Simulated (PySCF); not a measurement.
Electron affinity of K by level of theory

K⁻ [Ar] 4s2 (1S) → K [Ar] 4s1 (2S), as a difference of total energies. Calculation: PySCF 2.14, in aug-cc-pVDZ-X2C (6s5p3d, 36 functions); scalar relativity by spin-free X2C-1e. Correlated levels: valence: [Ar] frozen. The calculations carry no spin-orbit coupling.

| method | electron affinity (eV) | error (eV) |
| --- | --- | --- |
| UHF | -0.091 | -0.592 |
| MP2 (valence) | 0.259 | -0.242 |
| SCS-MP2 (valence) | 0.329 | -0.172 |
| CCSD (valence) | 0.480 | -0.021 |

Reference: 0.501 eV (measured; photodetachment measurements, as compiled on the Wikipedia data page of electron affinities).

Errors of the correlated levels include the incompleteness of this basis and the frozen core.

A negative affinity means that the anion lies above the atom at that level of theory.

With two correlated electrons CCSD is exact in that space.

The coupled-cluster amplitudes are large for K⁻ (T1 above 0.03 or a double amplitude above 0.15), so a single reference is strained.
